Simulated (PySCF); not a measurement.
Ga(Cl) cation (ClGa), SMILES [Cl][Ga] (connectivity only; charge and spin as stated), charge +1, multiplicity 2. Geometry optimised at PBE-D3(BJ)/def2-TZVP. The spin state was assumed, not searched.

Computed with PBE-D3(BJ)/def2-TZVP (PySCF).

Harmonic wavenumbers (cm⁻¹): 396. Rotational constants (GHz): 4.805 (linear); symmetry number 1.

Question: Work out the zero-point energy and the ideal-gas rigid-rotor harmonic-oscillator thermochemistry at 298.15 K and 1 atm.

Answer: ZPE = ½ Σ hcν = ½ × 396 cm⁻¹ = 2.37 kJ/mol. H − E(el) = 11.87 kJ/mol. Entropy in J/(mol K): translation 166.81, rotation 67.88, vibration 4.09, spin 5.76, total 244.54. G − E(el) = -61.04 kJ/mol. Cp = 35.29 J/(mol K).
